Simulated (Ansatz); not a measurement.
```yaml
crystal:
  periodic: [false, false, false]
  atoms:
    - {symbol: O, position_ang: [0.042511, 1.486187, -3.713406]}
    - {symbol: C, position_ang: [-0.561655, 0.441996, -3.423945]}
    - {symbol: C, position_ang: [-0.601352, -0.114714, -2.120146]}
    - {symbol: C, position_ang: [0.063389, 0.524108, -1.097607]}
    - {symbol: O, position_ang: [0.721641, 1.632101, -1.336903]}
    - {symbol: C, position_ang: [0.107067, 0.060260, 0.294363]}
    - {symbol: C, position_ang: [0.833176, 0.793907, 1.232661]}
    - {symbol: C, position_ang: [0.893085, 0.379781, 2.551668]}
    - {symbol: C, position_ang: [0.229494, -0.770553, 2.951285]}
    - {symbol: C, position_ang: [-0.496221, -1.506597, 2.024352]}
    - {symbol: C, position_ang: [-0.557553, -1.095204, 0.706000]}
    - {symbol: H, position_ang: [-1.102330, -0.091304, -4.222156]}
    - {symbol: H, position_ang: [-1.148950, -1.028582, -1.953701]}
    - {symbol: H, position_ang: [0.596447, 1.816622, -2.332695]}
    - {symbol: H, position_ang: [1.347864, 1.690115, 0.912439]}
    - {symbol: H, position_ang: [1.460703, 0.957784, 3.271479]}
    - {symbol: H, position_ang: [0.276374, -1.094917, 3.984491]}
    - {symbol: H, position_ang: [-1.016849, -2.405806, 2.331923]}
    - {symbol: H, position_ang: [-1.128837, -1.679484, -0.003804]}
basis:
  gaussian: {orbitals: cc-pVTZ-PP}
total_charge: -1
magnetization: {spin_polarized: true, initial_magnetization: 1}
hamiltonian: {xc: {name: r2SCAN50}, dispersion: d3bjatm}
```

```sh
$ ansatz run in.yaml --threads 4 --pin off --events-out ev --progress --plain --max-ram 66560MiB --backend cpu
```

It prints (some lines left out):

```
Functional definition: r2SCAN50
Error: <dir> the basis set cc-pVTZ-PP has no functions for O
```

**Question.** Something in this input is off. What?

**Answer.** The basis set is misnamed or doesn't suit the job. The program refused the input.
